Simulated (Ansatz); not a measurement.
Ta(NH)(OSiH3)3 (TaSi₃NO₃H₁₀), 18 atoms. Hardware: 2 threads of AMD EPYC 7R13 on a shared host and a share (18 GiB) of an NVIDIA H100 80GB HBM3.

In the def2 sets Ta takes a core potential; there is no spin–orbit coupling. Correlated methods freeze 19 core orbitals; core or outer-core shells of Ta are correlated, in sets that lack core-valence functions.

Problem. How many basis functions does each of these Ansatz runs have, and roughly what does it cost? PBE-D4/def2-TZVP, charge 0 singlet, energy, from earlier orbitals; PBE0-D4/def2-TZVPD, charge 0 singlet, energy, from earlier orbitals; revPBE-D4/def2-TZVP, charge 1 doublet at the geometry of the charge 0 singlet, energy, from earlier orbitals; revPBE-D4/def2-TZVPD, charge 0 singlet, energy, from earlier orbitals; PBE-D4/def2-TZVP, charge 0 triplet at the geometry of the charge 0 singlet, energy, from earlier orbitals; PBE-D4/def2-TZVP, charge 1 doublet at the geometry of the charge 0 singlet, energy, from earlier orbitals; PBE-D4/def2-TZVPD, charge 0 singlet, energy, from earlier orbitals; CAM-B3LYP-D4/def2-TZVP, charge 0 singlet, energy, from earlier orbitals; LC-ωPBE/def2-TZVP, charge 0 singlet, energy, from earlier orbitals; CCSD(T)/def2-SVP, charge 0 singlet, energy, from earlier orbitals; RPA@PBE/def2-TZVP, charge 0 singlet, energy, from earlier orbitals; revPBE-D4/def2-TZVPD, charge -1 doublet at the geometry of the charge 0 singlet, energy, from earlier orbitals.

Solution. Other jobs shared the machine, so times can vary by a factor of up to 3.

```json
{"run": "CCSD(T)/def2-SVP, charge 0 singlet, energy, from earlier orbitals", "functions": "192", "fitting or Cholesky vectors": "1848", "wall time": "3.7 s", "peak host memory (GiB)": "0.81"}
{"run": "revPBE-D4/def2-TZVPD, charge 0 singlet, energy, from earlier orbitals", "functions": "419", "fitting or Cholesky vectors": "2432", "wall time": "3.9 s", "peak host memory (GiB)": "0.92"}
{"run": "PBE-D4/def2-TZVPD, charge 0 singlet, energy, from earlier orbitals", "functions": "419", "fitting or Cholesky vectors": "2432", "wall time": "4.6 s", "peak host memory (GiB)": "0.92"}
{"run": "PBE0-D4/def2-TZVPD, charge 0 singlet, energy, from earlier orbitals", "functions": "419", "fitting or Cholesky vectors": "2564", "wall time": "6.5 s", "peak host memory (GiB)": "0.91"}
{"run": "CAM-B3LYP-D4/def2-TZVP, charge 0 singlet, energy, from earlier orbitals", "functions": "335", "fitting or Cholesky vectors": "2192", "wall time": "10 s", "peak host memory (GiB)": "0.89"}
{"run": "RPA@PBE/def2-TZVP, charge 0 singlet, energy, from earlier orbitals", "functions": "335", "fitting or Cholesky vectors": "2327", "wall time": "10 s", "peak host memory (GiB)": "1.5"}
{"run": "PBE-D4/def2-TZVP, charge 0 singlet, energy, from earlier orbitals", "functions": "335", "fitting or Cholesky vectors": "2141", "wall time": "12 s", "peak host memory (GiB)": "0.86"}
{"run": "LC-ωPBE/def2-TZVP, charge 0 singlet, energy, from earlier orbitals", "functions": "335", "fitting or Cholesky vectors": "2141", "wall time": "13 s", "peak host memory (GiB)": "0.89"}
{"run": "PBE-D4/def2-TZVP, charge 0 triplet at the geometry of the charge 0 singlet, energy, from earlier orbitals", "functions": "335", "fitting or Cholesky vectors": "2141", "wall time": "14 s", "peak host memory (GiB)": "0.99"}
{"run": "revPBE-D4/def2-TZVPD, charge -1 doublet at the geometry of the charge 0 singlet, energy, from earlier orbitals", "functions": "419", "fitting or Cholesky vectors": "2432", "wall time": "16 s", "peak host memory (GiB)": "1"}
{"run": "PBE-D4/def2-TZVP, charge 1 doublet at the geometry of the charge 0 singlet, energy, from earlier orbitals", "functions": "335", "fitting or Cholesky vectors": "2141", "wall time": "17 s", "peak host memory (GiB)": "1"}
{"run": "revPBE-D4/def2-TZVP, charge 1 doublet at the geometry of the charge 0 singlet, energy, from earlier orbitals", "functions": "335", "fitting or Cholesky vectors": "2141", "wall time": "17 s", "peak host memory (GiB)": "1"}
```
